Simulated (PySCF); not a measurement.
**XPS shifts beside NMR shieldings**

C3H6O2Si.
Numbering: `[CH:1]#[C:2][Si@H:3]([OH:4])[O:5][CH3:6]`

Cartesian coordinates in Å at the GFN2-xTB level; atoms count from 1:
```
atom  x, y, z in Å
C1     2.265    1.202   -0.959
C2     1.575    0.397   -0.392
Si3    0.462   -0.808    0.488
O4     0.729   -2.340    0.043
O5    -1.086   -0.514    0.072
C6    -1.797    0.676    0.210
H7     2.879    1.897   -1.456
H8     0.707   -0.761    1.924
H9     0.247   -2.718   -0.689
H10   -2.759    0.554   -0.289
H11   -1.965    0.904    1.266
H12   -1.256    1.510   -0.244
```

Binding energies: PySCF 2.14.0, delta-SCF UKS SCAN, pcX-2 on the ionised atom, pcseg-1 elsewhere, spin-free X2C. Shieldings: GIAO PBE0/pcSseg-1, non-relativistic, same geometry.

```json
{"atom": "C1", "C 1s (eV)": "290.58"}
{"atom": "C2", "C 1s (eV)": "290.26"}
{"atom": "C6", "C 1s (eV)": "292.51"}
```

**Question.** What are the absolute isotropic shieldings of these atoms?

**Answer.** 
```tsv
atom	environment	C 1s (eV)	isotropic shielding (ppm)
C2	alkyne carbon	290.26	97.3
C1	terminal alkyne carbon	290.58	88.9
C6	methoxy carbon	292.51	135.8
```

**Question.** Among the listed atoms, is the one with the highest binding energy also the least shielded?

**Answer.** No. The highest binding energy is at C6 (292.51 eV, shielding 135.8 ppm), the lowest shielding at C1 (88.9 ppm, 290.58 eV).

By binding energy: C2 < C1 < C6. By shielding: C1 < C2 < C6.

Spin contamination (⟨S²⟩ against 0.75 for a pure doublet) is marked for C 1s of C2 (0.85), which makes this value less certain. One conformer (not necessarily the lowest) at the GFN2-xTB geometry, without solvent, vibrations or thermal averaging.
